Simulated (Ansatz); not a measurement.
One change: `C[SiH2][SiH2]C` becomes `C[SiH2][SiH2]Cl`.

Ansatz, PBE0-D4/def2-TZVP geometries, multiplicity 1. Each molecule was computed in one conformer, which needn't be the lowest.

```
                                          property  `C[SiH2][SiH2]C`
size of the dipole moment (ωB97M-V/def2-TZVPP) / D              1.16
             HOMO energy (ωB97M-V/def2-TZVPP) / eV             -9.74
               LUMO energy (B3LYP/def2-TZVPP) / eV             -0.02
              HOMO–LUMO gap (PBE0/def2-TZVPP) / eV              7.89
           HOMO–LUMO gap (ωB97M-V/def2-TZVPP) / eV             11.50
    size of the dipole moment (PBE/def2-TZVPP) / D              1.24
```

Task: What does the change do to each property? (Estimate.)

Result: Computed: 
```csv
property,`C[SiH2][SiH2]Cl`,shift
size of the dipole moment (ωB97M-V/def2-TZVPP) / D,1.57,0.41
HOMO energy (ωB97M-V/def2-TZVPP) / eV,-9.98,-0.24
LUMO energy (B3LYP/def2-TZVPP) / eV,-0.64,-0.62
HOMO–LUMO gap (PBE0/def2-TZVPP) / eV,7.47,-0.42
HOMO–LUMO gap (ωB97M-V/def2-TZVPP) / eV,11.28,-0.22
size of the dipole moment (PBE/def2-TZVPP) / D,1.52,0.28
```

With PBE0 the HOMO falls by 0.23 eV and the LUMO falls by 0.65 eV, so the gap narrows by about 0.42 eV. PBE moves the HOMO by -0.18 eV and ωB97M-V by -0.24 eV. Dipoles are sizes alone; their direction can turn.

Positive LUMOs are unbound, so they and the gaps depend on the basis.

B3LYP here is the variant with VWN-RPA as its local correlation; programs differ in this.
